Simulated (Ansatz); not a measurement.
This geometry of C$_{2}$H$_{8}$GeSeSi (13 atoms, charge 0, multiplicity 1) is a first-order saddle point.

Theory: RHF/def2-SVP (Ansatz 0.2.0).

```xyz
13
Properties=species:S:1:pos:R:3
C 0.484 1.937 0.450
C -0.159 0.779 0.543
Si 0.164 -0.487 1.901
Se -1.612 0.391 -0.690
Ge -0.465 -1.042 -2.211
H 0.266 2.665 -0.323
H 1.266 2.199 1.156
H -1.038 -0.646 2.750
H 1.305 -0.034 2.734
H 0.490 -1.801 1.296
H -1.088 -2.440 -2.182
H 1.004 -1.096 -1.789
H -0.599 -0.459 -3.621
```

**Question.** Which two structures does it join? (They come from a converged band through this point; their orientation in space is the band's.)

**Answer.** No bond is made or broken. The dihedral C2–Se4–Ge5–H12 goes from 57 to -65°. The two ends are copies of one structure, up to a mirror image or an exchange of like atoms.

Image 0:

```xyz
13
Properties=species:S:1:pos:R:3
C -0.020 1.915 0.091
C -0.285 0.689 0.524
Si 0.612 -0.118 1.974
Se -1.737 -0.330 -0.278
Ge -0.506 -1.359 -2.025
H -0.564 2.378 -0.726
H 0.764 2.512 0.547
H -0.343 -0.395 3.070
H 1.670 0.801 2.462
H 1.230 -1.395 1.549
H -1.486 -2.297 -2.734
H 0.673 -2.146 -1.447
H 0.011 -0.291 -2.993
```

Image 6:

```xyz
13
Properties=species:S:1:pos:R:3
C 0.613 1.750 0.465
C -0.155 0.675 0.589
Si 0.020 -0.570 1.995
Se -1.618 0.379 -0.660
Ge -0.411 -0.815 -2.317
H 0.483 2.474 -0.333
H 1.414 1.949 1.171
H -1.215 -0.591 2.811
H 1.169 -0.178 2.846
H 0.251 -1.928 1.452
H 0.263 -2.041 -1.695
H 0.649 0.097 -2.942
H -1.442 -1.237 -3.367
```

**Question.** How far does it lie above each of them?

**Answer.** 4.6 kJ/mol above the first and 4.6 kJ/mol above the second. This is the barrier of this one path; another mechanism may lie lower.

Time of the run: 4.7 min on 2 threads of AMD EPYC 7B13 (Zen 3), with other jobs on the host, peak memory 0.53 GiB.
